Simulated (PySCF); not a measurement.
**Computed properties of B(F)3(OMe2) (C₂H₆BF₃O), SMILES CO(C)->B(F)(F)F**

B(F)3(OMe2) (C₂H₆BF₃O), SMILES CO(C)->B(F)(F)F (connectivity only; charge and spin as stated), neutral, multiplicity 1. Geometry: ωB97X-D3(BJ)/def2-SVP. The isomer is the one that the SMILES or the coordinates give; other isomers of the formula were not compared. One conformer was computed; it need not be the lowest. All values are computed for the isolated molecule unless a solvent is named; none is compared with measurement here.

**Structure.** The optimised structure has Cs symmetry. All 33 harmonic modes at ωB97X-D3(BJ)/def2-SVP (PySCF) are real, so it is a minimum.

**Vibrations.** The strongest infrared lines (harmonic, unscaled, degenerate partners summed) lie at 1335 cm⁻¹ (391 km/mol, B 73 %, F 20 %), 627 cm⁻¹ (318 km/mol, B 58 %, F 40 %), 1301 cm⁻¹ (317 km/mol, B 72 %, F 21 %). The softest mode is at 55 cm⁻¹ and the zero-point energy is 60.3 kcal/mol.

**Electronic structure.** HF/def2-TZVP (PySCF) places the frontier levels at -13.80 and 3.34 eV, a gap of 17.14 eV, and gives a dipole moment of 5.57 D and a mean polarisability of 40.7 bohr³.

**Excitations.** TDA-B3LYP/def2-SVPD (PySCF) has S1 at 8.39 eV (148 nm, f = 0.035, weak); the most intense of the 10 singlets computed lies at 10.04 eV (f = 0.08). T1 (TDA) is at 8.17 eV, 0.22 eV under S1. No vertical singlet excitation falls in the visible range (under 3.1 eV).

**NMR.** GIAO shifts at PBE0/pcSseg-1 (PySCF) (non-relativistic, atoms alike by connectivity averaged): ¹³C at 63.4 ppm against TMS; ¹H at 3.9 ppm against TMS; ¹⁹F at -174.6 ppm against CFCl3; ¹¹B at -11.3 ppm against BF3.
